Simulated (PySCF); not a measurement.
C₃H₇O (SMILES [CH2-]OCC), charge -1, singlet, geometry from GFN2-xTB (in this run its highest filled SCF level lies above zero, so its values depend strongly on the basis, on diffuse functions most of all); PySCF with DF-BP86/pcseg-1.

The PySCF input:
```python
from pyscf import gto, scf, dft

mol = gto.M(
    atom='''
O     0.036114   -0.775937    0.000887
C     0.026061    0.600664   -0.000468
C     1.381985   -1.384159    0.006902
C    -1.406966    1.147588   -0.006777
H     0.560203    1.006965    0.891887
H     0.567395    1.005265   -0.889256
H     1.929303   -0.905866   -0.880265
H     1.922124   -0.904169    0.897544
H    -1.931208    0.789925   -0.890913
H    -1.938334    0.791610    0.873778
H    -1.404874    2.239205   -0.007811
''',
    basis='pcseg-1',
    charge=-1,
    spin=0,
    verbose=4,
)

mf = dft.RKS(mol)
mf.xc = 'bp86'
mf = mf.density_fit(auxbasis='def2-universal-jkfit')
mf.kernel()
mf.analyze()
```

What the program printed (banner, timings and long lists left out):

```
PySCF version 2.14.0

[INPUT] verbose = 4
[INPUT] num. atoms = 11
[INPUT] num. electrons = 34
[INPUT] charge = -1
[INPUT] spin (= nelec alpha-beta = 2S) = 0
[INPUT] symmetry False subgroup None
[INPUT] Mole.unit = angstrom
[INPUT] Symbol           X                Y                Z      unit          X                Y                Z       unit  Magmom
[...]
nuclear repulsion = 124.38036654824
number of shells = 26
number of NR pGTOs = 149
number of NR cGTOs = 91
basis = pcseg-1
ecp = {}

******** <class 'pyscf.df.df_jk.DFRKS'> ********
method = DFRKS
initial guess = minao
damping factor = 0
level_shift factor = 0
DIIS = <class 'pyscf.scf.diis.CDIIS'>
diis_start_cycle = 1
diis_space = 8
diis_damp = 0
SCF conv_tol = 1e-09
SCF conv_tol_grad = None
SCF max_cycles = 50
direct_scf = False
XC library pyscf.dft.libxc version 7.1.2
    S. Lehtola, C. Steigemann, M. J. T. Oliveira, and M. A. L. Marques,  SoftwareX 7, 1–5 (2018)
XC functionals = bp86
    A. D. Becke,  Phys. Rev. A 38, 3098 (1988)
    J. P. Perdew,  Phys. Rev. B 33, 8822 (1986)
    J. P. Perdew,  Phys. Rev. B 34, 7406–7406 (1986)
radial grids:
    Treutler-Ahlrichs [JCP 102, 346 (1995); DOI:10.1063/1.469408] (M4) radial grids

becke partition: Becke, JCP 88, 2547 (1988); DOI:10.1063/1.454033
pruning grids: <function nwchem_prune>
grids dens level: 3
symmetrized grids: False
atomic radii adjust function: <function treutler_atomic_radii_adjust>
small_rho_cutoff = 0
Set gradient conv threshold to 3.16228e-05
Initial guess from minao.
tot grids = 125096
init E= -193.679472494091
[...]
cycle= 1 E= -193.460973113168  delta_E= 0.218  |g|= 0.768  |ddm|= 3.05
[...]
cycle= 2 E= -191.576856604834  delta_E= 1.88  |g|= 2.26  |ddm|= 14.2
[...]
cycle= 3 E= -193.562195664723  delta_E= -1.99  |g|= 0.453  |ddm|=   14
[...]
cycle= 4 E= -193.620809708701  delta_E= -0.0586  |g|= 0.12  |ddm|= 0.801
[...]
cycle= 5 E= -193.624187264853  delta_E= -0.00338  |g|= 0.0562  |ddm|= 0.301
[...]
cycle= 6 E= -193.624767631385  delta_E= -0.00058  |g|= 0.0295  |ddm|= 0.126
[...]
cycle= 7 E= -193.624980771308  delta_E= -0.000213  |g|= 0.00321  |ddm|= 0.065
[...]
cycle= 8 E= -193.624982819752  delta_E= -2.05e-06  |g|= 0.00123  |ddm|= 0.00439
[...]
cycle= 9 E= -193.624983056019  delta_E= -2.36e-07  |g|= 0.000437  |ddm|= 0.00173
[...]
cycle= 10 E= -193.624983145123  delta_E= -8.91e-08  |g|= 6.42e-05  |ddm|= 0.000619
[...]
cycle= 11 E= -193.624983146268  delta_E= -1.15e-09  |g|= 7.53e-06  |ddm|= 0.000176
[...]
cycle= 12 E= -193.624983146275  delta_E= -7.16e-12  |g|= 5.91e-06  |ddm|= 2.71e-05
[...]
Extra cycle  E= -193.624983146244  delta_E= 3.12e-11  |g|= 1.3e-05  |ddm|= 4.6e-05
converged SCF energy = -193.624983146244
**** SCF Summaries ****
Total Energy =                        -193.624983146244148
Nuclear Repulsion Energy =             124.380366548239664
One-electron Energy =                 -514.864509860118801
Two-electron Energy =                  196.859160165634989
Two-electron Coulomb Energy =          224.486741194100659
DFT Exchange-Correlation Energy =      -27.627581028465684
HOMO-LUMO gap [eV] =                     1.850162501271613
**** MO energy ****
[...]
 ** Mulliken pop on meta-lowdin orthogonal AOs  **
 ** Mulliken pop  **
 ** Mulliken atomic charges  **
charge of    0O =     -0.40962
charge of    1C =      0.05529
charge of    2C =     -0.56700
charge of    3C =     -0.31561
charge of    4H =      0.02228
charge of    5H =      0.02228
charge of    6H =     -0.02242
charge of    7H =     -0.02242
charge of    8H =      0.08270
charge of    9H =      0.08270
charge of   10H =      0.07184

WARN: System has nonzero charge -1; the dipole moment is origin-dependent.
Location of origin: [0. 0. 0.]

Dipole moment(X, Y, Z, Debye): -4.19695,  6.00836, -0.02268
```
